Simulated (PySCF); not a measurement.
From one molecule to another.

First species: C₆H₁₃O₂P.
Z-matrix (Å and degrees, GFN2-xTB geometry), rows numbered from 1:
```
C 
C   1  1.3196
P   2  1.8189  1  119.85
O   3  1.4682  2  115.28  1     9.23
O   3  1.6219  2  102.99  1   129.85
C   3  1.8493  2  106.62  1  -124.28
C   6  1.5207  3  107.35  2   174.37
C   6  1.5262  3  110.98  2    49.15
C   8  1.5230  6  112.99  3    61.22
H   1  1.0783  2  119.80  3     0.89
H   1  1.0786  2  123.02  3  -179.02
H   2  1.0800  1  122.98  3   178.60
H   5  0.9590  3  107.27  2  -113.23
H   6  1.0952  3  105.93  2   -68.74
H   7  1.0876  6  110.07  3   -55.91
H   7  1.0888  6  110.91  3  -176.77
H   7  1.0891  6  109.94  3    63.00
H   8  1.0943  6  108.49  3   -59.59
H   8  1.0942  6  109.02  3  -176.47
H   9  1.0878  8  110.32  6  -170.76
H   9  1.0868  8  109.98  6   -50.85
H   9  1.0866  8  111.07  6    69.25
```

Second species: C₆H₁₃O₂P.
Geometry (GFN2-xTB, Å), atoms numbered from 1 in this order:
```xyz
22
C6H13O2P angstrom
C     -3.067   -0.248    1.134
C     -2.525    0.460   -0.099
C     -1.065    0.864    0.075
P      0.065   -0.587    0.368
C      0.172   -1.275   -1.349
C      1.632    0.391    0.329
O      1.739    1.561    0.586
O      2.641   -0.437    0.065
C      3.963    0.093    0.079
H     -2.482   -1.144    1.336
H     -3.005    0.402    2.003
H     -4.106   -0.536    0.988
H     -2.624   -0.194   -0.969
H     -3.116    1.358   -0.295
H     -0.710    1.418   -0.799
H     -0.957    1.514    0.948
H      0.299   -0.483   -2.087
H      1.008   -1.968   -1.399
H     -0.746   -1.823   -1.556
H      4.281    0.298   -0.945
H      3.986    1.016    0.661
H      4.607   -0.661    0.526
```

Levels: PBE0/pcSseg-1 for dipole moment, HOMO energy, LUMO energy and HOMO–LUMO gap; GFN2-xTB for rotational constant A and rotational constant C. Geometries: GFN2-xTB. Each structure is a single optimised conformer of the isolated species, non-relativistic unless stated; the electronic structure was computed with PySCF and density fitting.

Dipoles, sizes and rotational constants follow the conformer. The torsions of the flexible species, by atom-mapped SMILES:
- `[CH2:1]=[CH:2][P@@:3](=[O:4])([OH:5])[C@H:6]([CH3:7])[CH2:8][CH3:9]`: C1–C2–P3–O4 9°, C2–P3–C6–C7 174°, P3–C6–C8–C9 61°, H–O5–P3–C2 -113°
- `[CH3:1][CH2:2][CH2:3][P:4]([CH3:5])[C:6](=[O:7])[O:8][CH3:9]`: C1–C2–C3–P4 61°, C2–C3–P4–C5 76°, C3–P4–C6–O7 25°, P4–C6–O8–C9 -176°

Values for the first species:

```
Dipole moment         : 2.32 D
HOMO energy           : -7.75 eV
LUMO energy           : -0.68 eV
HOMO–LUMO gap         : 7.07 eV
Rotational constant A : 1.676 GHz
Rotational constant C : 0.955 GHz
```

Task: Estimate the same properties for the second species, and the change in each.

Result: 
```
             property      first     second  second less first
        dipole moment     2.32 D     1.86 D            -0.46 D
          HOMO energy   -7.75 eV   -6.75 eV           +1.00 eV
          LUMO energy   -0.68 eV   -0.12 eV           +0.56 eV
        HOMO–LUMO gap    7.07 eV    6.63 eV           -0.44 eV
rotational constant A  1.676 GHz  3.035 GHz         +1.359 GHz
rotational constant C  0.955 GHz  0.638 GHz         -0.317 GHz
```

On the first: A dipole of 2.32 D is allowed in C1, and pure rotational transitions are dipole-allowed. The dipole equals about 7.7 × 10⁻³⁰ C·m (1 D = 3.33564 × 10⁻³⁰ C·m).

On the second: In atomic units the dipole is 0.73 e·bohr (1 au = 2.5417 D). A dipole of 1.86 D is allowed in C1, and pure rotational transitions are dipole-allowed.
